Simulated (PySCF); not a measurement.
# Distorted geometries of Au2O(H2O)2

Au2O(H2O)2 (singlet; a saddle point, relaxed within its symmetry). PySCF 2.14.0, RKS B3LYP, Au def2-SVP with ECP60, O def2-SVP, H def2-SVP; non-relativistic Hamiltonian with scalar-relativistic core potentials where named; density fitting; no spin-orbit coupling. Relaxed geometry:

```xyz
9

Au    0.0000    0.0667    1.9184
Au    0.0000   -0.0667   -1.9184
O     0.0000    0.0000    0.0000
O     0.0000    0.1573    4.0793
H     0.7737   -0.3060    4.4348
H    -0.7737   -0.3060    4.4348
O     0.0000   -0.1573   -4.0793
H     0.7737    0.3060   -4.4348
H    -0.7737    0.3060   -4.4348
```

Task: Order these distorted geometries by energy above the relaxed one, lowest first.
A.
```xyz
9

Au    0.0442    0.0743    1.9167
Au    0.0235   -0.1310   -1.8870
O    -0.0376    0.0216    0.0278
O     0.0051    0.0620    4.0140
H     0.7250   -0.3282    4.4038
H    -0.7362   -0.2907    4.3904
O    -0.0516   -0.1692   -4.0341
H     0.7609    0.3196   -4.4520
H    -0.7333    0.4418   -4.3795
```
B.
```xyz
9

Au    0.0133    0.0879    1.8913
Au    0.0405    0.0022   -1.9695
O    -0.0684    0.0228    0.0420
O    -0.0295    0.1371    4.0489
H     0.7572   -0.3062    4.4821
H    -0.7822   -0.3455    4.4527
O     0.0003   -0.1493   -4.0463
H     0.7772    0.2912   -4.4371
H    -0.7084    0.2597   -4.4644
```
C.
```xyz
9

Au   -0.1066    0.0874    1.9115
Au    0.0065   -0.1549   -1.8981
O    -0.0251    0.1357    0.0760
O    -0.0052    0.1973    4.0941
H     0.7775   -0.3104    4.4293
H    -0.6739   -0.2501    4.4134
O    -0.0529   -0.1807   -4.1821
H     0.7411    0.2135   -4.3252
H    -0.6616    0.2622   -4.5189
```

Result: B (0.29 eV), A (0.42 eV), C (1.47 eV).

Task: Which forces (eV/Å) act in the one that lies 0.29 eV up?

Result: 
```
Au   0.18  0.03  1.72
Au  -0.08  0.03  2.40
O   -0.23 -0.14 -3.38
O    0.76 -1.02  1.27
H   -0.93  0.74 -0.81
H    0.21  0.35 -0.43
O    2.73 -1.00  0.27
H    0.00 -0.25  0.16
H   -2.63  1.26 -1.21
```
Forces carry noise of the integration grid, about 0.01 to 0.03 eV/Å.
